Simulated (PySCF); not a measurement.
CH₂Cl, SMILES [CH2]Cl, multiplicity 2.

Geometry: B3LYP-D3(BJ)/def2-TZVP. The isomer is the one that the SMILES or the coordinates give; other isomers of the formula were not compared.

The numbers are results of PySCF with TDA-CAM-B3LYP/def2-TZVPD, not measurements.

Vertical excitations. Gas-phase values at a fixed geometry.

| state | energy (eV) | λ (nm) | f | main pairs |
|---|---|---|---|---|
| root 1 | 4.86 | 255 | 0.003 | α HOMO→LUMO 71 %, α HOMO→LUMO+1 11 % |
| root 2 | 4.97 | 250 | 0.000 | β HOMO→LUMO 98 % |
| root 3 | 5.64 | 220 | 0.002 | α HOMO→LUMO+1 59 %, α HOMO→LUMO 22 %, α HOMO→LUMO+4 14 % |
| root 4 | 6.25 | 198 | 0.075 | α HOMO→LUMO+3 7 %, β HOMO−1→LUMO 88 % |
| root 5 | 6.44 | 193 | 0.000 | α HOMO→LUMO+2 93 % |
| root 6 | 6.88 | 180 | 0.006 | α HOMO→LUMO+3 91 %, β HOMO−1→LUMO 7 % |
| root 7 | 7.22 | 172 | 0.000 | α HOMO−1→LUMO 31 %, α HOMO−1→LUMO+1 16 %, α HOMO−1→LUMO+5 12 %, β HOMO→LUMO+2 13 %, β HOMO→LUMO+8 10 %, β HOMO→LUMO+1 9 % |
| root 8 | 7.27 | 171 | 0.014 | α HOMO→LUMO+7 34 %, α HOMO→LUMO+5 24 %, α HOMO→LUMO+1 20 %, α HOMO→LUMO+4 11 % |
| root 9 | 7.52 | 165 | 0.005 | α HOMO→LUMO+4 48 %, α HOMO→LUMO+5 43 % |
| root 10 | 7.70 | 161 | 0.013 | α HOMO→LUMO+7 28 %, α HOMO→LUMO+5 15 %, α HOMO→LUMO+4 14 %, β HOMO−2→LUMO 35 % |
Unrestricted roots are not spin-pure.
